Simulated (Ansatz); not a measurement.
System: Si₂H₃Cl, charge 0, singlet. A triplet may lie lower; no result for it is given here. Si2H3Cl (SMILES [Si](Cl)[SiH3]).
B3LYP-D3(BJ)/def2-TZVP minimum from Ansatz (a program for electronic structure):
```
Si
H 1 1.4865
H 1 1.4865 2 108.63
H 1 1.4866 2 108.41 3 -117.61
Si 1 2.4267 2 109.30 4 -123.19
Cl 5 2.1044 1 94.11 2 -59.39
```
Charge 0, spin multiplicity 1.

Total energies in cc-pV(D+d)Z, 18 correlated electrons, 15 frozen orbitals. Radicals and triplets start from unrestricted determinants; spin-orbit coupling is neglected. Cores are frozen in correlated methods. No relativity. The restricted determinant of H3ClSi2 ([SiH3][Si]Cl, singlet) is unstable towards broken spin symmetry in at least one set run.

| method | program | energy (Eh) | minus CCSDT(Q) (mEh) |
|---|---|---|---|
| HF | Ansatz | -1039.11492 | 384.31 |
| MP2 | Ansatz | -1039.43248 | 66.75 |
| CCSD | Ansatz | -1039.48614 | 13.10 |
| CCSD(T) | Ansatz | -1039.49692 | 2.31 |
| UCCSD(T) | Ansatz | -1039.49661 | 2.62 |
| CCSDT(Q) | Ansatz | -1039.49923 | 0.00 |

Rough core times of Ansatz's runs on a shared machine: CCSD(T) under 20 s, UCCSD(T) 40 s, CCSDT(Q) 6 min.
